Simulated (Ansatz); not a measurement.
**Two structures, one formula**

Two relaxed structures of CH4GeS, singlet (PBE0-D4/def2-TZVP; forces vanish, vibrations not checked).

A:

```xyz
7
angstrom
C -0.7874 -0.2054 -0.5507
S -0.4373 -1.4677 0.7505
Ge 0.7748 0.3295 0.4424
H -0.6539 -0.5651 -1.5657
H -1.7089 0.3467 -0.3973
H 0.6548 1.4304 1.4926
H 2.1577 0.1315 -0.1718
```

B:

```xyz
7
angstrom
C -0.7156 -0.2723 -0.4667
S -0.1683 -1.7348 0.4785
Ge 1.0097 0.4677 0.2775
H -0.7009 -0.5563 -1.5170
H -1.7022 0.0563 -0.1558
H 0.2776 0.9113 1.6287
H -0.7410 -1.4121 1.6482
```

Ansatz 0.2.0; basis: def2-TZVPP; cores frozen in the correlated methods. Filled d shells of the heavier atoms are correlated. The def2 sets are not built for correlating such inner shells, so the correlated values are less sure here. B3LYP uses VWN-RPA correlation.

**Question.** Which structure is lower at CCSD(T), and by how much? (Judge from chemistry; the value comes from the calculation.)

**Answer.** By the calculation: A, by 0.582 eV (electronic energy, against the other). By their contacts, A is CH₄GeS ([CH2]1[S][GeH2]1) and B is CH₄GeS ([CH2]1[SH][GeH]1).

All methods give the same order:

```
   method  E(B) − E(A) (eV)
   PBE-D4             0.390
r2SCAN-D4             0.520
  PBE0-D4             0.491
 B3LYP-D4             0.342
  wB97M-V             0.419
       HF             0.563
      MP2             0.674
     CCSD             0.580
  CCSD(T)             0.582
```

No T1 diagnostic of these runs exceeds 0.014.

Labels in which every atom is bracketed show which atoms are joined, not bond orders.

For scale, one of the runs: CCSD(T)/def2-TZVPP, 177 basis functions, launched by `ansatz run in.yaml --threads 2 --pin off --events-out ev --progress --plain --max-ram 4352MiB`. Time: 49 s of wall clock on 2 CPU threads of an Arm Neoverse V2; the host was shared. Peak host memory: 1.6 GiB.
